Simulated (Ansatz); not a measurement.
`N[CH2][GeH2][OH]` + `O[SiH2]F` → `[OH][GeH2][SiH](O)F` + CH₃NH₂  (formal exchange of groups at a Ge–C bond)

Computed with Ansatz on PBE0-D4/def2-TZVP structures; ΔE is electronic, products minus reactants. CBS: MP2 limit from def2 TZ/QZ plus the TZ coupled-cluster correction, frozen cores. DFT in def2-TZVPP. B3LYP here is the variant with VWN-RPA as its local correlation; programs differ in this. HSE06 is defined as in plane-wave codes. For Ge outer-core shells are correlated without core-valence functions, which leaves a few kJ/mol of doubt a bond. Scalar relativity is left out up to krypton. One conformer a species, not always the lowest.

CCSD(T)/CBS gives -2.8 kcal/mol.

Q: Another level gave -3.4 kcal/mol. Which?
A. B3LYP/def2-TZVPP
B. CCSD/def2-TZVPP
C. BHLYP/def2-TZVPP
D. HSE06-D4/def2-TZVPP

A: C. BHLYP -3.4, HSE06-D4 -5.7, CCSD/def2-TZVPP -2.2, B3LYP -4.5 kcal/mol.

Largest T1 diagnostic among the species: 0.012.

Leaving LDA and LC-ωPBE aside and taking each functional with its dispersion term where it has one, the values, not all of them listed here, spread over 3.5 kcal/mol, from PBE-D4 to B2PLYP. From BLYP to BHLYP (50 % exact exchange), in def2-TZVPP and without D4, ΔE moves by +1.9 kcal/mol.
